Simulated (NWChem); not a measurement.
System: CH₁₀FNSi₃; SMILES N[C@H]([SiH3])[Si@@H](F)[SiH3]

Excerpt of the output:

```
             Northwest Computational Chemistry Package (NWChem) 7.3.0
             --------------------------------------------------------

                             Geometry "geometry" -> ""
                             -------------------------

 Output coordinates in angstroms (scale by  1.889725989 to convert to a.u.)

  No.       Tag          Charge          X              Y              Z
 ---- ---------------- ---------- -------------- -------------- --------------
    1 N                    7.0000    -1.82854400    -0.64409600     0.15306300
    2 C                    6.0000    -0.44243000    -0.86459500    -0.35776600
    3 Si                  14.0000     0.22132800    -2.63046200    -0.11287700
    4 Si                  14.0000     0.49362900     0.56289300     0.46650000
    5 F                    9.0000     2.07594900     0.50110500     0.07829300
    6 Si                  14.0000    -0.45434200     2.61800100    -0.17171600
    7 H                    1.0000    -1.93470500    -1.03288600     1.08842500
    8 H                    1.0000    -2.51910800    -1.10272800    -0.43809100
    9 H                    1.0000    -0.45176600    -0.64601300    -1.43396900
   10 H                    1.0000     1.59863800    -2.80673700    -0.64919900
   11 H                    1.0000     0.21884400    -2.94688500     1.34325000
   12 H                    1.0000    -0.68920500    -3.60210400    -0.78592400
   13 H                    1.0000     0.40185500     0.36772100     1.94473100
   14 H                    1.0000    -0.94170100     2.55583300    -1.57885200
   15 H                    1.0000    -1.59557900     2.97297800     0.71444300
   16 H                    1.0000     0.55533700     3.71176100    -0.08246900

 Effective nuclear repulsion energy (a.u.)     448.0962690702

                              NWChem Property Module
                              ----------------------

                                 NWChem DFT Module
                                 -----------------

 Summary of "ao basis" -> "ao basis" (spherical)
 ------------------------------------------------------------------------------
       Tag                 Description            Shells   Functions and Types
 ---------------- ------------------------------  ------  ---------------------
 N                         def2-svpd                 8       20   4s2p2d
 C                         def2-svpd                 8       20   4s2p2d
 Si                        def2-svpd                10       24   5s3p2d
 F                         def2-svpd                 9       23   4s3p2d
 H                         def2-svpd                 4        8   2s2p

            General Information
            -------------------
          SCF calculation type: DFT
          Wavefunction type:  closed shell.
          No. of atoms     :    16
          No. of electrons :    74
           Alpha electrons :    37
            Beta electrons :    37
          Charge           :     0
          Spin multiplicity:     1
          Use of symmetry is: off; symmetry adaption is: off
          Maximum number of iterations: 150
          AO basis - number of functions:   215
                     number of shells:    95
          Convergence on energy requested:  1.00D-06
          Convergence on density requested:  1.00D-05
          Convergence on gradient requested:  5.00D-04

              XC Information
              --------------
                         B3LYP Method XC Potential
                     Hartree-Fock (Exact) Exchange  0.200
                        Slater Exchange Functional  0.800 local
                    Becke 1988 Exchange Functional  0.720 non-local
              Lee-Yang-Parr Correlation Functional  0.810
                  VWN I RPA Correlation Functional  0.190 local

             Grid Information
             ----------------
          Grid used for XC integration:  medium
          Radial quadrature: Mura-Knowles
          Angular quadrature: Lebedev.
          Tag              B.-S. Rad. Rad. Pts. Rad. Cut. Ang. Pts.
          ---              ---------- --------- --------- ---------
          N                   0.65       49          12.0       434
          C                   0.70       49          12.0       434
          Si                  1.10       88          15.0       590
          F                   0.50       49          12.0       434
          H                   0.35       45          16.0       434
          Grid pruning is: on
          Number of quadrature shells:   861
          Spatial weights used:  Erf1

      Superposition of Atomic Density Guess
      -------------------------------------

 Sum of atomic energies:       -1062.37622856

      Non-variational initial energy
      ------------------------------

 Total energy =   -1064.791487
 1-e energy   =   -2362.341241
 2-e energy   =     849.453484
 HOMO         =      -0.265892
 LUMO         =       0.011923

------------------------------------------------------------
EAF file 0: "./job.aoints.0" size=1194328064 bytes
------------------------------------------------------------
               write      read    awrite     aread      wait
               -----      ----    ------     -----      ----
     calls:     2278         0         0         0         0
   data(b): 1.19e+09  0.00e+00  0.00e+00  0.00e+00
   time(s): 0.00e+00  0.00e+00  0.00e+00  0.00e+00  0.00e+00
rate(mb/s): 0.00e+00  0.00e+00
------------------------------------------------------------

   convergence    iter        energy       DeltaE   RMS-Dens  Diis-err
 ---------------- ----- ----------------- --------- --------- ---------
 d= 0,ls=0.0,diis     1  -1066.8095690138 -1.51D+03  1.05D-02  7.39D-01
 d= 0,ls=0.0,diis     2  -1066.7989723388  1.06D-02  4.03D-03  1.12D+00
 d= 0,ls=0.0,diis     3  -1066.8918979802 -9.29D-02  9.90D-04  6.48D-02
 d= 0,ls=0.0,diis     4  -1066.8968655702 -4.97D-03  4.83D-04  2.70D-03
 d= 0,ls=0.0,diis     5  -1066.8971445412 -2.79D-04  1.25D-04  6.26D-04
  Resetting Diis
 d= 0,ls=0.0,diis     6  -1066.8972141546 -6.96D-05  3.94D-05  2.10D-05
 d= 0,ls=0.0,diis     7  -1066.8972168620 -2.71D-06  1.05D-05  7.35D-07
 d= 0,ls=0.0,diis     8  -1066.8972168595  2.52D-09  5.79D-06  8.24D-07

         Total DFT energy =    -1066.897216859497
      One electron energy =    -2366.996026533972
           Coulomb energy =      941.325874869753
    Exchange-Corr. energy =      -89.323334265503
 Nuclear repulsion energy =      448.096269070224

 Numeric. integr. density =       74.000032010524

                       DFT Final Molecular Orbital Analysis
                       ------------------------------------

 Vector   35  Occ=2.000000D+00  E=-3.253874D-01
              MO Center= -8.8D-02, -8.2D-01,  1.5D-01, r^2= 5.2D+00
   Bfn.  Coefficient  Atom+Function         Bfn.  Coefficient  Atom+Function
  ----- ------------  ---------------      ----- ------------  ---------------
   184     -0.227152  13 H  s                25      0.217277   2 C  px
    27      0.216356   2 C  pz              176      0.191988  12 H  s
   152     -0.168614   9 H  s                75     -0.164409   4 Si pz
    78     -0.149832   4 Si pz               24     -0.146852   2 C  s
     4      0.140457   1 N  s               153     -0.135803   9 H  s

 Vector   36  Occ=2.000000D+00  E=-2.954623D-01
              MO Center= -9.8D-02,  1.2D+00,  2.0D-01, r^2= 4.3D+00
   Bfn.  Coefficient  Atom+Function         Bfn.  Coefficient  Atom+Function
  ----- ------------  ---------------      ----- ------------  ---------------
   121      0.244024   6 Si py              124      0.219138   6 Si py
     4      0.214246   1 N  s                74     -0.215240   4 Si py
    77     -0.191806   4 Si py              184      0.191829  13 H  s
     6     -0.183127   1 N  py               67     -0.147929   4 Si s
    94     -0.145196   5 F  py               78      0.140891   4 Si pz

 Vector   37  Occ=2.000000D+00  E=-2.529636D-01
              MO Center= -1.1D+00, -6.4D-01,  3.2D-03, r^2= 3.3D+00
   Bfn.  Coefficient  Atom+Function         Bfn.  Coefficient  Atom+Function
  ----- ------------  ---------------      ----- ------------  ---------------
     4      0.464339   1 N  s                 6     -0.437950   1 N  py
     9      0.283736   1 N  py               26     -0.282428   2 C  py
    44      0.235888   3 Si s               145     -0.206512   8 H  s
    53      0.188764   3 Si py               50      0.169475   3 Si py
    24     -0.162925   2 C  s                 3      0.154640   1 N  s

 Vector   38  Occ=0.000000D+00  E=-1.994811D-02
              MO Center= -2.8D-01,  2.7D-01,  2.8D-01, r^2= 7.8D+00
   Bfn.  Coefficient  Atom+Function         Bfn.  Coefficient  Atom+Function
  ----- ------------  ---------------      ----- ------------  ---------------
     4      1.157097   1 N  s                69     -1.074692   4 Si s
    24      0.890904   2 C  s                92      0.496228   5 F  s
   137     -0.493945   7 H  s                76     -0.474717   4 Si px
    78      0.364711   4 Si pz              145     -0.365472   8 H  s
    44     -0.293064   3 Si s               185     -0.291161  13 H  s

[...]

 DFT Linear Response polarizability / au
 Frequency  =       0.0773000 / au
 Wavelength =     589.4353558 / nm
              X              Y              Z
 -----------------------------------------------
 X     102.5139286     -5.0530727      1.3624811
 Y      -5.0531201    142.3541965     -0.4740171
 Z       1.3625910     -0.4740160     95.1560426
 -----------------------------------------------
 Eigenvalues =     102.1227496    142.9936508     94.9077674
 Isotropic   =     113.3413893
 Anisotropic =      44.9151350
 -----------------------------------------------

 Magnetic Dipole Response Matrix (nonzero elements):
```

Level: B3LYP/def2-SVPD. The geometry was optimised at B3LYP/6-31G* (spherical d).

### Question
Which NWChem input produces such a log?

### Answer
This is not unique; one that fits is the input that was run:
```
start job
memory heap 200 mb stack 900 mb global 1100 mb
geometry units angstroms noautosym nocenter noautoz
  N     -1.828544    -0.644096     0.153063
  C     -0.442430    -0.864595    -0.357766
  Si     0.221328    -2.630462    -0.112877
  Si     0.493629     0.562893     0.466500
  F      2.075949     0.501105     0.078293
  Si    -0.454342     2.618001    -0.171716
  H     -1.934705    -1.032886     1.088425
  H     -2.519108    -1.102728    -0.438091
  H     -0.451766    -0.646013    -1.433969
  H      1.598638    -2.806737    -0.649199
  H      0.218844    -2.946885     1.343250
  H     -0.689205    -3.602104    -0.785924
  H      0.401855     0.367721     1.944731
  H     -0.941701     2.555833    -1.578852
  H     -1.595579     2.972978     0.714443
  H      0.555337     3.711761    -0.082469
end
basis spherical
  * library def2-svpd
end
dft
  xc b3lyp
  iterations 150
  semidirect filesize 400000000
end
property
  response 1 0.0773
end
task dft property
```
